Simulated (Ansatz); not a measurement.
Li12F12 (started as a model of: (LiF)12 cage of four- and six-membered rings). Charge 0, multiplicity 1. Geometry PBE0-D4/def2-SVP; atoms count from 1.

```xyz
24

Li   -1.023   -2.482    0.693
F     0.735   -2.740    0.378
Li    0.996   -1.778    1.882
F    -0.763   -1.602    2.246
Li   -1.413    0.021    2.386
F    -2.526    0.709    1.143
Li   -2.744   -0.190   -0.347
F    -2.100   -1.864   -0.546
Li   -1.363   -1.242   -2.072
F    -2.086    0.404   -1.919
F     0.339   -1.471   -2.431
Li    1.399   -2.116   -1.120
F     2.525   -0.706   -1.144
Li    1.412   -0.022   -2.387
Li    2.745    0.191    0.347
F     2.086   -0.404    1.918
Li    1.363    1.242    2.072
F    -0.339    1.470    2.432
Li   -1.398    2.116    1.122
F     2.100    1.864    0.547
Li   -0.996    1.778   -1.882
F     0.762    1.602   -2.247
Li    1.024    2.481   -0.693
F    -0.734    2.739   -0.378
```

Estimate the Mulliken populations from the PBE0/def2-TZVP orbitals of Ansatz.


| atom | charge (e) |
| --- | --- |
| Li1 | 0.80 |
| F2 | -0.80 |
| Li3 | 0.80 |
| F4 | -0.80 |
| Li5 | 0.80 |
| F6 | -0.80 |
| Li7 | 0.80 |
| F8 | -0.80 |
| Li9 | 0.80 |
| F10 | -0.80 |
| F11 | -0.80 |
| Li12 | 0.80 |
| F13 | -0.80 |
| Li14 | 0.80 |
| Li15 | 0.80 |
| F16 | -0.80 |
| Li17 | 0.80 |
| F18 | -0.80 |
| Li19 | 0.80 |
| F20 | -0.80 |
| Li21 | 0.80 |
| F22 | -0.80 |
| Li23 | 0.80 |
| F24 | -0.80 |
Mulliken values depend strongly on the basis.
